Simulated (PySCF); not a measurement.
BrZn, charge +1. Atoms are numbered in the order given.

```xyz
2

Zn     0.0000     0.0000    -1.1805
Br     0.0000     0.0000     1.0119
```
Charge +1, spin multiplicity 1.

The structure is a stationary point at PBE0-D3(BJ)/def2-TZVP. The multiplicity is an assumed one; other spin states were not compared.

Computed with TDA-M06-2X/def2-TZVPD (PySCF).

Vertical excitations; the highest root listed may be one member of a degenerate set.  State labels are in the subgroup C2v.

| state | symmetry | energy (eV) | λ (nm) | f | main pairs |
|---|---|---|---|---|---|
| S1 | B1 | 2.22 | 557 | 0.004 | HOMO−1→LUMO (degenerate set) |
| S2 | B2 | 2.22 | 557 | 0.004 | HOMO→LUMO (degenerate set) |
| S3 | A1 | 5.07 | 244 | 0.196 | HOMO−2→LUMO 78 % |
| S4 | A2 | 6.31 | 196 | 0.000 | HOMO→LUMO+1 49 %, HOMO−1→LUMO+2 49 % |
| S5 | A2 | 6.45 | 192 | 0.000 | HOMO−1→LUMO+2, HOMO→LUMO+1 (degenerate set) |
| S6 | A1 | 6.45 | 192 | 0.000 | HOMO−1→LUMO+1, HOMO→LUMO+2 (degenerate set) |
| S7 | A1 | 8.03 | 154 | 0.863 | HOMO→LUMO+2 37 %, HOMO−1→LUMO+1 37 %, HOMO−2→LUMO 16 % |
| S8 | B1 | 8.68 | 143 | 0.060 | HOMO−2→LUMO+1, HOMO−1→LUMO+3 (degenerate set) |
| S9 | B2 | 8.68 | 143 | 0.060 | HOMO−2→LUMO+2, HOMO→LUMO+3 (degenerate set) |
| S10 | B1 | 9.12 | 136 | 0.184 | HOMO−1→LUMO+3 72 %, HOMO−2→LUMO+1 19 % |
| T1 | B2 | 1.91 | 650 | 0 | HOMO→LUMO (degenerate set) |
| T2 | B1 | 1.91 | 650 | 0 | HOMO−1→LUMO (degenerate set) |
| T3 | A1 | 3.35 | 371 | 0 | HOMO−2→LUMO 98 % |
| T4 | A1 | 6.12 | 203 | 0 | HOMO−1→LUMO+1 48 %, HOMO→LUMO+2 48 % |
Triplets are in the Tamm–Dancoff approximation.
